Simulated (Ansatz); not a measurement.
Method: frozen-core CCSD(T)/cc-pVTZ // PBE0-D4/def2-TZVP (Ansatz, a quantum-chemistry and plane-wave program).

Ansatz 0.2 input:
```yaml
crystal:
  periodic: [false, false, false]
  atoms:
    - { symbol: Cl, position_ang: [-1.216055, -1.726565, -0.023265] }
    - { symbol: Ga, position_ang: [0.000296, 0.000014, 0.00002] }
    - { symbol: Cl, position_ang: [-0.887324, 1.916406, -0.025329] }
    - { symbol: Cl, position_ang: [2.103083, -0.189856, 0.048573] }
basis:
  gaussian: { orbitals: cc-pVTZ }
correlation:
  method: ccsd_t
```

Output:

```
Functional definition: HF
895 factors; integrals over basis functions are off by at most 1.2e-3 eV
mean field evaluation 1: about -89851.3894 eV, gradient 2.1e1 eV
mean field evaluation 2: about -89851.5316 eV, gradient 2.1e1 eV
mean field evaluation 4: about -89852.8593 eV, gradient 1.7e0 eV
mean field evaluation 8: about -89852.8803 eV, gradient 1.5e-1 eV
mean field evaluation 16: about -89852.3412 eV, gradient 1.2e1 eV
mean field -89852.88035966 eV, -3302.0324487478 hartree, gradient 8.7e-6 eV, S^2 0.000000; 0 other end points of the search recorded, 0 dependent functions left out
24 core orbitals not correlated
reference -89852.88035966 eV, -3302.0324487478 hartree; 17, 17 occupied and 104, 104 virtual orbitals, 895 factors
second order -19.11987842 eV of doubles, -0.00000000 eV of singles
cycle   1  -19.78527975 eV  change   -6.7e-1 eV  update   9.1e-2
cycle   2  -20.23620218 eV  change   -4.5e-1 eV  update   2.4e-2
cycle   3  -20.31042580 eV  change   -7.4e-2 eV  update   1.2e-2
cycle   4  -20.30121304 eV  change    9.2e-3 eV  update   2.8e-3
cycle   5  -20.30029890 eV  change    9.1e-4 eV  update   9.4e-4
cycle   6  -20.30018170 eV  change    1.2e-4 eV  update   2.5e-4
cycle   7  -20.30014403 eV  change    3.8e-5 eV  update   7.7e-5
cycle   8  -20.30017011 eV  change   -2.6e-5 eV  update   2.2e-5
perturbative correction -0.92387181 eV, -0.0339516628 hartree
Total energy: -89874.10440158 eV, -3302.8124179022 hartree
```

Cost: roughly 50 core-seconds.
